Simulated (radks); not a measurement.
All-electron atom: the niobium ion Nb9+ in [Ar] 3d10 4s2 4p2. Method: non-relativistic Kohn-Sham, TPSS, spin-polarised, spherical densities, point nucleus; open shells are filled with parallel spins first (spin-orbit coupling, left out, can overturn this in heavy ions); meta-GGA in the generalised Kohn-Sham scheme; relativity is left out, which matters for an element this heavy; computed with a radial shooting solver on a logarithmic mesh with Libxc functionals. Some entries of the table are withheld. Estimate them.

| orbital | occ. | eigenvalue (hartree) | <r^2> (bohr^2) |
|---|---|---|---|
| 1s up | 1 | -681.5314 | 0.001850 |
| 1s down | 1 | -681.5159 | 0.001850 |
| 2s up | 1 | -98.87928 | 0.03114 |
| 2s down | 1 | -98.87350 | 0.03114 |
| 2p up | 3 | -91.27408 | 0.02378 |
| 2p down | 3 | -91.26096 | 0.02378 |
| 3s up | 1 | -21.23839 | 0.2345 |
| 3s down | 1 | -21.22055 | 0.2342 |
| 3p up | 3 | -18.33611 | 0.2337 |
| 3p down | 3 | -18.31491 | 0.2332 |
| 3d up | 5 | -13.06417 | 0.2198 |
| 3d down | 5 | -13.04083 | 0.2187 |
| 4s up | 1 | -7.14293 | (1) |
| 4s down | 1 | -6.96966 | (2) |
| 4p up | 2 | -6.22656 | 1.437 |
| 4p down | 0 | -6.05904 | 1.450 |
| 4d up | 0 | (3) | 1.816 |
| 4d down | 0 | (4) | 1.859 |
| 5s up | 0 | (5) | 4.670 |
| 5s down | 0 | (6) | 4.706 |

Answer. 
(1) 4s up <r^2> (bohr^2): 1.294
(2) 4s down <r^2> (bohr^2): 1.297
(3) 4d up eigenvalue (hartree): -4.70500
(4) 4d down eigenvalue (hartree): -4.55855
(5) 5s up eigenvalue (hartree): -3.46223
(6) 5s down eigenvalue (hartree): -3.40903
